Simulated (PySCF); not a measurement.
# Frontier orbitals and the lowest excitations

Compound: C7H10OS.
Structure used (PBE0-D3(BJ)/def2-SVP), in Å, numbered top down from 1:
```xyz
19
C7H10OS angstrom
C      3.164   -1.573   -0.603
C      2.184   -0.942    0.044
C      0.833   -0.622   -0.533
C      0.625    0.869   -0.566
C     -0.424    1.534   -0.077
S     -1.867    0.820    0.719
O     -3.059    1.481    0.092
C     -1.662   -0.820   -0.057
C     -0.275   -1.362    0.226
H      3.040   -1.908   -1.638
H      4.124   -1.779   -0.124
H      2.340   -0.617    1.081
H      0.831   -0.966   -1.585
H      1.423    1.446   -1.047
H     -0.511    2.624   -0.138
H     -2.458   -1.447    0.371
H     -1.872   -0.660   -1.126
H     -0.078   -1.295    1.312
H     -0.228   -2.433   -0.023
```

Computed, not measured: TDDFT CAM-B3LYP/def2-SVPD, vertical, gas phase, core orbitals frozen in the response (PySCF 2.14.0, density-fitted response routines).

Frontier orbitals with the atoms that hold most of them (Löwdin shares over 4%, at most four atoms; ? is withheld):

```json
{"orbital": "LUMO+2", "ε (eV)": "1.25", "atoms": "C1 23%, C2 21%, S6 11%, C4 10%"}
{"orbital": "LUMO+1", "ε (eV)": "1.01", "atoms": "S6 14%, C1 12%, C2 9%, C9 8%"}
{"orbital": "LUMO", "ε (eV)": "?", "atoms": "?"}
{"orbital": "HOMO", "ε (eV)": "-7.99", "atoms": "O7 48%, S6 30%, C8 7%, C5 6%"}
{"orbital": "HOMO-1", "ε (eV)": "-8.96", "atoms": "?"}
{"orbital": "HOMO-2", "ε (eV)": "-9.37", "atoms": "C1 29%, C2 28%, O7 15%, C5 4%"}
{"orbital": "HOMO-3", "ε (eV)": "-9.79", "atoms": "C5 23%, C4 20%, O7 15%, C3 8%"}
```

(1) Give the leading atoms of the LUMO.

(2) Give the leading atoms of the HOMO-1.

(3) What is the LUMO energy, and the HOMO–LUMO gap?

Answers

(1) C4 (bonded to 2 C and H) 22%; C5 (bonded to C, S and H) 22%; S6 (bonded to 2 C and O) 12%; C2 (bonded to 2 C and H) 9%. By element: carbon 53% or more, sulfur 12%.

(2) O7 (bonded to S) 46%; C5 (bonded to C, S and H) 14%; C4 (bonded to 2 C and H) 10%; S6 (bonded to 2 C and O) 8%. By element: oxygen 46%, carbon 24% or more, sulfur 8%.

(3) ε(LUMO) = 0.12 eV; the gap is 8.11 eV (0.2981 hartree).

Task: How does S1 compare with the orbital gap of 8.11 eV?

Result: S1 is at 4.93 eV (f = 0.029), 3.18 eV below the gap, made of HOMO→LUMO (84%), HOMO→LUMO+2 (9%). 

Task: Give energy, strength and leading configuration of S1 and S3, and follow the Löwdin shares of the leading atoms from the occupied to the empty orbital.

Result: 
- S1 (4.93 eV, f 0.029), HOMO→LUMO (84%): O7 48% → at most 9%, S6 30% → 12%, C4 at most 6% → 22%, C5 6% → 22%
- S3 (5.91 eV, f 0.054), HOMO-1→LUMO (70%): O7 46% → at most 9%, C5 14% → 22%, C4 10% → 22%

Löwdin shares depend on the basis, the more so with diffuse functions.

Time: 11 min of wall time (grids of density and orbitals included); peak memory 1.3 GiB. Hardware: one thread, Arm Neoverse N1 (aarch64) (shared host).

One conformer stands for the species.
